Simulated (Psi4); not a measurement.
H7NSi2, charge +1, doublet, geometry from GFN2-xTB (a state made from the parent by changing its charge; the spin is typed, not shown lowest), atoms displaced at random by about 0.08 Å a coordinate; Psi4 with TPSS/STO-3G, gradient.

The Psi4 input:
```
memory 2 GB

molecule mol {
1 2
Si    1.688638   -0.082923    0.264169
N     0.051314   -0.611988   -0.349560
Si   -1.616119    0.358267   -0.167350
H     2.533760   -0.064142   -0.932524
H     1.534211    0.999754    1.245525
H     1.869838   -1.378466    0.931440
H    -0.200646   -1.167662   -0.922481
H    -2.376686   -0.571523    0.198124
H    -1.880000    0.910801   -1.473913
H    -1.479359    1.622306    0.989707
symmetry c1
no_reorient
no_com
}

set {
  basis sto-3g
  reference uks
}

gradient('tpss')
print_variables()
```

Output, abridged:

```
gradient() will perform analytic gradient computation.

   => Loading Basis Set <=

    Name: STO-3G
    Role: ORBITAL
    Keyword: BASIS

         ---------------------------------------------------------
                                   SCF
               by Justin Turney, Rob Parrish, Andy Simmonett
                          and Daniel G. A. Smith
                              UKS Reference
         ---------------------------------------------------------

  ==> Geometry <==

    Molecular point group: c1
    Full point group: C1

    Geometry (in Angstrom), charge = 1, multiplicity = 2:

       Center              X                  Y                   Z               Mass
    ------------   -----------------  -----------------  -----------------  -----------------
         SI           1.688638000000    -0.082923000000     0.264169000000    27.976926534650
         N            0.051314000000    -0.611988000000    -0.349560000000    14.003074004430
         SI          -1.616119000000     0.358267000000    -0.167350000000    27.976926534650
         H            2.533760000000    -0.064142000000    -0.932524000000     1.007825032230
         H            1.534211000000     0.999754000000     1.245525000000     1.007825032230
         H            1.869838000000    -1.378466000000     0.931440000000     1.007825032230
         H           -0.200646000000    -1.167662000000    -0.922481000000     1.007825032230
         H           -2.376686000000    -0.571523000000     0.198124000000     1.007825032230
         H           -1.880000000000     0.910801000000    -1.473913000000     1.007825032230
         H           -1.479359000000     1.622306000000     0.989707000000     1.007825032230

  Running in c1 symmetry.

  Rotational constants: A =      0.74475  B =      0.08929  C =      0.08428 [cm^-1]
  Rotational constants: A =  22327.15951  B =   2676.74748  C =   2526.55573 [MHz]
  Nuclear repulsion =  150.468123844098983

  Charge       = 1
  Multiplicity = 2
  Electrons    = 41
  Nalpha       = 21
  Nbeta        = 20

  ==> Algorithm <==

  SCF Algorithm Type is DF.
  DIIS enabled.
  MOM disabled.
  Fractional occupation disabled.
  Guess Type is SAD.
  Energy threshold   = 1.00e-08
  Density threshold  = 1.00e-08
  Integral threshold = 1.00e-12

  ==> Primary Basis <==

  Basis Set: STO-3G
    Blend: STO-3G
    Number of shells: 20
    Number of basis functions: 30
    Number of Cartesian functions: 30
    Spherical Harmonics?: true
    Max angular momentum: 1

  ==> DFT Potential <==

   => LibXC <=

    Version 7.1.2
    S. Lehtola, C. Steigemann, M. J. T. Oliveira, and M. A. L. Marques,  SoftwareX 7, 1–5 (2018) (10.1016/j.softx.2017.11.002)

   => Composite Functional: TPSS <=

    TPSS Meta-GGA XC Functional

    J. Tao, et al., Phys. Rev. Lett., 91, 146401, 2003

    Deriv               =              1
    GGA                 =           TRUE
    Meta                =           TRUE

    Exchange Hybrid     =          FALSE
    MP2 Hybrid          =          FALSE

   => Exchange Functionals <=

    1.0000   XC_MGGA_X_TPSS

   => Correlation Functionals <=

    1.0000   XC_MGGA_C_TPSS

   => LibXC Density Thresholds  <==

    XC_MGGA_C_TPSS:  1.00E-15
    XC_MGGA_X_TPSS:  1.00E-15

   => Molecular Quadrature <=

    Radial Scheme          =       TREUTLER
    Pruning Scheme         =           NONE
    Nuclear Scheme         =       TREUTLER

    Blocking Scheme        =         OCTREE
    BS radius alpha        =              1
    Pruning alpha          =              1
    Radial Points          =             75
    Spherical Points       =            302
    Total Points           =         213380
    Total Blocks           =           1619
    Max Points             =            256
    Max Functions          =             29
    Weights Tolerance      =       1.00E-15

   => Loading Basis Set <=

    Name: (STO-3G AUX)
    Role: JKFIT
    Keyword: DF_BASIS_SCF

  ==> Integral Setup <==

[...]
  @DF-UKS Final Energy:  -630.22944663292947
    Total Energy =                       -630.2294466329294664
[...]
         SI          -1.616119000000     0.358267000000    -0.167350000000    27.976926534650
         H            2.533760000000    -0.064142000000    -0.932524000000     1.007825032230
         H            1.534211000000     0.999754000000     1.245525000000     1.007825032230
         H            1.869838000000    -1.378466000000     0.931440000000     1.007825032230
         H           -0.200646000000    -1.167662000000    -0.922481000000     1.007825032230
         H           -2.376686000000    -0.571523000000     0.198124000000     1.007825032230
         H           -1.880000000000     0.910801000000    -1.473913000000     1.007825032230
         H           -1.479359000000     1.622306000000     0.989707000000     1.007825032230

  Nuclear repulsion =  150.468123844098983

  ==> Basis Set <==

  Basis Set: STO-3G
    Blend: STO-3G
    Number of shells: 20
    Number of basis functions: 30
    Number of Cartesian functions: 30
    Spherical Harmonics?: true
    Max angular momentum: 1

  ==> DFJKGrad: Density-Fitted SCF Gradients <==

    Gradient:                    1
    J tasked:                  Yes
    K tasked:                   No
    wK tasked:                  No
    Integrals threads:           1
    Schwarz Cutoff:          1E-12
    Fitting Condition:       1E-10

   => Auxiliary Basis Set <=

  Basis Set: (STO-3G AUX)
    Blend: DEF2-UNIVERSAL-JKFIT
    Number of shells: 143
    Number of basis functions: 459
    Number of Cartesian functions: 543
    Spherical Harmonics?: true
    Max angular momentum: 4

  ==> DFT Potential <==

   => LibXC <=

    Version 7.1.2
    S. Lehtola, C. Steigemann, M. J. T. Oliveira, and M. A. L. Marques,  SoftwareX 7, 1–5 (2018) (10.1016/j.softx.2017.11.002)

   => Composite Functional: TPSS <=

    TPSS Meta-GGA XC Functional

    J. Tao, et al., Phys. Rev. Lett., 91, 146401, 2003

    Deriv               =              1
    GGA                 =           TRUE
    Meta                =           TRUE

    Exchange Hybrid     =          FALSE
    MP2 Hybrid          =          FALSE

   => Exchange Functionals <=

    1.0000   XC_MGGA_X_TPSS

   => Correlation Functionals <=

    1.0000   XC_MGGA_C_TPSS

   => LibXC Density Thresholds  <==

    XC_MGGA_C_TPSS:  1.00E-15
    XC_MGGA_X_TPSS:  1.00E-15

   => Molecular Quadrature <=

    Radial Scheme          =       TREUTLER
    Pruning Scheme         =           NONE
    Nuclear Scheme         =       TREUTLER

    Blocking Scheme        =         OCTREE
    BS radius alpha        =              1
    Pruning alpha          =              1
    Radial Points          =             75
    Spherical Points       =            302
    Total Points           =         213380
    Total Blocks           =           1619
    Max Points             =            256
    Max Functions          =             29
    Weights Tolerance      =       1.00E-15

  -Total Gradient:
     Atom            X                  Y                   Z
    ------   -----------------  -----------------  -----------------
       1       -0.001082900694     0.036207875970    -0.005572859604
       2       -0.059512305134    -0.318557902846    -0.265977904463
       3       -0.109394377174    -0.159247315333    -0.029559655706
       4        0.003194906047    -0.008600452896    -0.005152516288
       5        0.001167659196     0.002473134080     0.014601860856
       6       -0.008884518442    -0.007150166531    -0.002757926827
       7        0.086035659472     0.281267912227     0.271905184180
       8        0.089317581829     0.107379679677    -0.039104902063
       9       -0.002742002185     0.003367708574     0.007021619081
      10        0.001923664033     0.062958298426     0.054591209096

  Variable Map:
  ----------------------------------------------------------------------------
[...]
  Array Variable Map:
  ----------------------------------------------------------------------------
[...]
[...]
```
